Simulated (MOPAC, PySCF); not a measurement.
C₂H₃B, SMILES `C1=CB1`, neutral singlet in the gas phase. 

Cartesian coordinates (Å):
```xyz
6

B      0.8997    -0.0791    -0.2058
C     -0.3950    -0.5125    -0.7420
C     -0.3864     0.5811     0.0423
H      2.0698    -0.1819    -0.0752
H     -1.1035    -1.1131    -1.2957
H     -1.0846     1.3054     0.4390
```
Charge 0, multiplicity 1.

All levels are single points at this geometry (PBE0-D3(BJ)/def2-TZVP); Pople sets use spherical d functions. Orbital energies aren't observables, and empty levels follow the basis.

```json
[
 {"level": "PBE0-D3(BJ)/def2-TZVP in PySCF", "HOMO (eV)": "-8.02", "LUMO (eV)": "-0.26", "gap (eV)": "7.76", "dipole (D)": "1.19", "vertical IE, Delta-SCF (eV)": "10.62"},
 {"level": "ωB97X-D3(BJ)/def2-TZVP in PySCF", "HOMO (eV)": "-10.52", "LUMO (eV)": "2.02", "gap (eV)": "12.54", "dipole (D)": "1.18", "vertical IE, Delta-SCF (eV)": "10.76"},
 {"level": "B3LYP/3-21G in PySCF", "HOMO (eV)": "-7.79", "LUMO (eV)": "-0.05", "gap (eV)": "7.74", "dipole (D)": "1.28", "vertical IE, Delta-SCF (eV)": "–"},
 {"level": "BP86/6-31G* in PySCF", "HOMO (eV)": "-6.54", "LUMO (eV)": "-1.05", "gap (eV)": "5.49", "dipole (D)": "1.24", "vertical IE, Delta-SCF (eV)": "–"},
 {"level": "M06-2X/6-31G* in PySCF", "HOMO (eV)": "-8.97", "LUMO (eV)": "1.23", "gap (eV)": "10.20", "dipole (D)": "1.17", "vertical IE, Delta-SCF (eV)": "–"},
 {"level": "SVWN5/6-31G* in PySCF", "HOMO (eV)": "-6.50", "LUMO (eV)": "-1.20", "gap (eV)": "5.30", "dipole (D)": "1.29", "vertical IE, Delta-SCF (eV)": "10.55"},
 {"level": "HF/3-21G in PySCF", "HOMO (eV)": "-11.35", "LUMO (eV)": "4.54", "gap (eV)": "15.89", "dipole (D)": "1.20", "vertical IE, Delta-SCF (eV)": "–"},
 {"level": "AM1 in MOPAC", "HOMO (eV)": "-10.64", "LUMO (eV)": "1.10", "gap (eV)": "11.74", "dipole (D)": "0.20", "vertical IE, Delta-SCF (eV)": "–"},
 {"level": "PM7 in MOPAC", "HOMO (eV)": "-10.88", "LUMO (eV)": "-0.39", "gap (eV)": "10.49", "dipole (D)": "1.68", "vertical IE, Delta-SCF (eV)": "–"}
]
```
